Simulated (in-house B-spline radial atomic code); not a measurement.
Whole-atom quantities along the 18-electron series, configuration [Ne] 3s2 3p6. Breit and QED terms are first order and not part of the total energy; the density at the nucleus is averaged over the nuclear charge. Computed with an all-electron radial atomic-structure program (B-spline basis): Dirac-Hartree-Fock, average of the configuration, finite nuclei.

```
  ion   Z  E/Z² (Eh)  Σ<r²> (bohr²)  n(0)/Z³ (bohr⁻³)  Lamb diamagnetic shielding (ppm)  repulsion over attraction  Breit energy (eV)  self-energy (eV)  vacuum polarisation (eV)  Dirac less non-relativistic energy (Eh)
Rh27+  45    -2.1205         1.2658            1.2876                           3749.48                   0.075018             78.798            62.908                   -7.4311                                   -96.79
Pd28+  46    -2.1305         1.1967            1.3211                           3848.66                   0.073446             84.673            67.943                   -8.1525                                  -106.37
Ag29+  47          ?              ?                 ?                                 ?                          ?                  ?                 ?                         ?                                        ?
Cd30+  48    -2.1497         1.0742            1.3922                           4049.04                   0.070473             97.312            78.891                   -9.7634                                  -127.71
In31+  49    -2.1591         1.0197            1.4314                           4150.28                   0.069067             104.09            84.828                    -10.66                                  -139.55
Sn32+  50          ?              ?                 ?                                 ?                          ?                  ?                 ?                         ?                                        ?
Sb33+  51    -2.1773        0.92203            1.5126                           4354.98                   0.066401             118.62            97.688                   -12.653                                  -165.77
Te34+  52    -2.1861        0.87823            1.5543                            4458.5                   0.065136             126.38            104.64                   -13.756                                  -180.24
```

Problem. Fill in the row of Ag29+.

Solution. E/Z² (Eh): -2.1402; Σ<r²> (bohr²): 1.133; n(0)/Z³ (bohr⁻³): 1.3569; Lamb diamagnetic shielding (ppm): 3948.51; repulsion over attraction: 0.071931; Breit energy (eV): 90.842; self-energy (eV): 73.267; vacuum polarisation (eV): -8.929; Dirac less non-relativistic energy (Eh): -116.66.

Problem. Fill in the row of Sn32+.

Solution. E/Z² (Eh): -2.1682; Σ<r²> (bohr²): 0.96906; n(0)/Z³ (bohr⁻³): 1.471; Lamb diamagnetic shielding (ppm): 4252.25; repulsion over attraction: 0.06771; Breit energy (eV): 111.19; self-energy (eV): 91.09; vacuum polarisation (eV): -11.622; Dirac less non-relativistic energy (Eh): -152.22.

Problem. With what power of Z does the column «vacuum polarisation (eV)» change over this range?

Solution. A fit of the logarithm of its size against log Z from Z = 45 to 52 has slope 4.26.
